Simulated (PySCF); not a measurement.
**Calculated properties of `NCC([SiH3])[SiH3]`**

C₂H₁₁NSi₂.
Numbering: `[NH2:1][CH2:2][CH:3]([SiH3:4])[SiH3:5]` (hydrogens: H6, H7 on N1; H8, H9 on C2; H10 on C3; H11, H12, H13 on Si4; H14, H15, H16 on Si5)

Cartesian coordinates in Å at the PBE0-D3(BJ)/def2-SVP level; atoms count from 1:
```
atom  x, y, z in Å
N1    -1.8065   -1.1985   -0.7603
C2    -0.4395   -1.1787   -0.2798
C3     0.1982    0.2090   -0.4431
Si4    2.0676    0.1642   -0.1722
Si5   -0.5980    1.5327    0.6482
H6    -2.4118   -0.6413   -0.1597
H7    -2.1767   -2.1463   -0.7390
H8     0.1314   -1.9097   -0.8796
H9    -0.3174   -1.5017    0.7787
H10    0.0436    0.5344   -1.4897
H11    2.6731    1.4909   -0.4987
H12    2.3885   -0.1647    1.2524
H13    2.6883   -0.8825   -1.0442
H14   -0.5002    1.1228    2.0853
H15   -2.0464    1.7255    0.3210
H16    0.0952    2.8451    0.4735
```

Some functional groups and rings: amine, Si–H bond and C–Si bond.

**PBE0-D3(BJ)/def2-SVP geometry optimisation, gas phase (PySCF)**

| Item | Value |
| --- | --- |
| Point group | C1 |
| Rotational constants A, B, C | 3.234, 2.184, 1.400 GHz |

**CAM-B3LYP/def2-SVPD ground state, ΔSCF and vertical TDDFT (core frozen in the response) (PySCF)**

| Quantity | Value |
| --- | --- |
| Dipole moment | 1.18 D |
| HOMO energy | -8.59 eV |
| LUMO energy | 1.05 eV |
| HOMO–LUMO gap | 9.64 eV |
| Lowest singlet excitation | 6.35 eV (195 nm, f = 0.011) |
| Strongest line among the 10 lowest singlet transitions | S9 at 8.32 eV (149 nm, f = 0.064) |
| Lowest triplet excitation (Tamm–Dancoff) | 6.06 eV |
| Static isotropic polarisability | 89.8 au |
| Vertical ionisation energy | 9.51 eV |
| Electronic spatial extent ⟨r²⟩ about the centre of nuclear charge | 914 bohr² |

**CAM-B3LYP/pcSseg-2 ground state and GIAO shieldings, non-relativistic (PySCF)**

| Quantity | Value |
| --- | --- |
| 13C chemical shifts (computed TMS as zero) by class | 46.8 (C2), 8.0 (C3) ppm |
| 1H chemical shifts (computed TMS as zero) by class | 3.89 (H11/H12/H13/H14/H15/H16), 2.94 (H8/H9), 0.85 (H6/H7), 0.57 (H10) ppm |
| Isotropic shieldings of nuclei other than C and H, by class | 219 (N1), 395 (Si4/Si5) ppm |

delta-SCF UKS SCAN, pcX-2 on the ionised atom, pcseg-1 elsewhere, spin-free X2C; 2p3/2 from a spin–orbit splitting computed afterwards within the 2p shell (PySCF):

| Quantity | Value |
| --- | --- |
| Core binding energies | Si2p3/2 106.6 (Si4/Si5), C1s 289.8 (C3), C1s 291.6 (C2), N1s 405.0 (N1), Si1s 1846.4 (Si4/Si5) eV |

Monoisotopic mass from the formula: 105.0430 u.

A dipole of 1.18 D is allowed in C1, and pure rotational transitions are dipole-allowed. The dipole matches unit charges of opposite sign 0.25 Å apart (1 e·Å = 4.8032 D). The principal polarisabilities are 77.9, 92.7 and 98.8 au; their mean is the isotropic value. The ΔSCF ionisation energy exceeds −ε(HOMO) by 0.92 eV with CAM-B3LYP. The 10 singlets span 6.35 to 8.38 eV, and their oscillator strengths add up to 0.23. With B = h/(8π²I), that is 505.379 GHz u Å² over I, the principal moments of inertia are 156.3, 231.4 and 360.9 u Å² (most abundant isotopes).

One conformer (not necessarily the lowest) at the PBE0-D3(BJ)/def2-SVP geometry, without solvent or vibrations. NMR classes are plain means over equivalent atoms (diastereotopic ones count apart unless rotation or inversion swaps them), as if these changed places fast; in this geometry the members of some classes differ.
